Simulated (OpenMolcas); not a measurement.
## Levels of Nb by method

```yaml
Program: OpenMolcas 26.06
Basis: ANO-RCC-VTZP [7s6p4d2f1g]
Scalar_Hamiltonian: DKH2, point nucleus
Active_space: 5 electrons in 6 orbitals (4d 5s)
State_averaging: 2S+1 = 6 even, 6 roots; 2S+1 = 4 even, 66 roots; 2S+1 = 2 even, 98 roots
Spin-orbit_coupling: state interaction with AMFI integrals over the reference wave functions, term energies averaged over their components
```

Methods on the same reference wave functions:
A. CASSCF
B. SS-CASPT2, IPEA 0.25 Eh, imaginary shift 0.1 Eh (closed shells correlated: 4s 4p)
C. MS-CASPT2, IPEA 0.25 Eh, imaginary shift 0.1 Eh (closed shells correlated: 4s 4p)

Energies in cm-1 above 4d4 5s 6D 1/2, the measured ground level; measured values from NIST Handbook of Basic Atomic Spectroscopic Data.

| Level | A | B | C | Measured |
| --- | --- | --- | --- | --- |
| 4d4 5s 6D 1/2 | 0.0 | 0.0 | 0.0 | 0.0 |
| 4d4 5s 6D 3/2 | 141 | 158 | 148 | 154 |
| 4d4 5s 6D 5/2 | 366 | 394 | 381 | 392 |
| 4d4 5s 6D 7/2 | 664 | 679 | 688 | 695 |
| 4d4 5s 6D 9/2 | 1024 | 989 | 1074 | 1050 |
| 4d3 5s2 4F 3/2 | 9638 | 1556 | -630 | 1143 |
| 4d3 5s2 4F 5/2 | 9948 | 1868 | -263 | 1587 |
| 4d3 5s2 4F 7/2 | 10342 | 2280 | 218 | 2154 |
| 4d4 5s 4P 1/2(1) | 10664 | 5670 | 4370 |  |
| 4d3 5s2 4F 9/2 | 10786 | 2780 | 771 | 2805 |
| 4d4 5s 4P 3/2(1) | 11071 | 6060 | 4570 |  |
| 4d4 5s 4P 5/2(1) | 11771 | 6760 | 4990 |  |
| 4d4 5s 4D 1/2(1) | 14061 | 8090 | 8040 |  |
| 4d4 5s 4D 3/2(1) | 14305 | 8360 | 8290 |  |
| 4d4 5s 4D 5/2(1) | 14638 | 8700 | 8630 |  |
| 4d4 5s 4H 7/2 | 14893 | 12540 | 12460 |  |
| 4d4 5s 4H 9/2 [61 %] | 15031 | 12550 | 12560 |  |
| 4d4 5s 4D 7/2(1) | 15050 | 9110 | 9060 |  |
| 4d4 5s 4H 11/2 | 15213 | 12770 | 12740 |  |
| 4d4 5s 4H 13/2 | 15446 | 13030 | 13000 |  |
| 4d5 6S 5/2 | 16550 | 12580 | 12550 |  |
| 4d3 5s2 2G 7/2 | 17003 | 10720 | 10700 |  |
| 4d4 5s 4G 5/2 [69 %] | 17123 | 14110 | 13760 |  |
| 4d4 5s 4G 7/2 [57 %] | 17315 | 14370 | 13860 |  |

C puts 4d3 5s2 4F 3/2 lowest.

Deviations, from unrounded energies. A percentage is the sum of absolute deviations over the sum of measured energies, with the sign that they share, or ± where signs differ.

```tsv
Against measurement	Levels	A	B	C
mean absolute deviation (cm-1)	8	4100	120	960
fine structure of the ground term (%)	4	-4.2	±3.6	±2.1
other configurations (%)	4	+429.5	±11.1	-98.8
```

B lies closest to measurement on these levels and A furthest from it. The largest miss of B in the table is 4d3 5s2 4F 3/2, by +410 cm-1. The ranking rests on the paired levels alone, and a cruder setting can come out closer through cancelling errors.

Between B and C the level of the table that moves most is 4d3 5s2 4F 3/2, by 2200 cm-1 (lowest in C, highest in B). Moves below CASPT2's spread within the term are not significant.

The mean deviations of B to C differ by less than CASPT2's widest spread within a term (1400 cm-1), so their order carries little weight.

From A to B the spin-free energies of the other terms of 4d4 5s shown, above 6D, scale by factors of 0.53 to 0.83.

The lowest spin-free term lies below A's lowest term by 0.352 hartree in B, 0.354 hartree in C.

Term energies are means over components that CASPT2 splits; among the terms shown or strongly mixed into the levels shown the widest spread is 1400 cm-1 (4d3 5s2 4F, C). Over all roots computed the reference weight is 0.85 to 0.90 in B, 0.85 to 0.90 in C; the roots of lowest weight are the least certain, and an intruder state may touch them. Configurations are named by rounded mean occupations; where the s occupation lies near a half they are strongly mixed, a name can repeat and a true partner stay unpaired. A single d shell beside an s shell can misplace configurations of different d count against each other. Without dynamic correlation excited terms often stand tens of per cent too high (terms of higher spin than the ground term too low), and those without a measured partner can miss by more than the paired ones (holds for A). Blocks of more than 70 roots (2S+1 = 2 even) ran without multistate coupling (holds for C). Some levels mix across a computed gap that differs much from the measured one, so their mixing is not that of the real levels (holds for C). The lowest computed level is not the ground level that NIST lists (6D1/2) (holds for C). The CASPT2 spread within a term exceeds the gap to the next term for 4d3 5s2 4F and 4d4 5s 6D, 4d5 6S and 4d4 5s 4H, 4d4 5s 4G and 4d4 5s 4F(1), so the order of their levels is uncertain, and so are names and mixing where such terms share a J (holds for C). Computed and measured levels are paired by configuration, term and J; levels that our copy of the source lacks, or whose pairing is in doubt (as where it misses far off the trend of its configuration), stay unpaired and out of the deviations. Levels of configurations outside the active space are missing. The table leaves out levels that lie high or whose names do not pair safely across all columns.

A share in square brackets marks a mixed level and gives the weight of the term that names it, the lowest over the columns. A number in round brackets counts repeated terms of one configuration in the order of the reference energies.
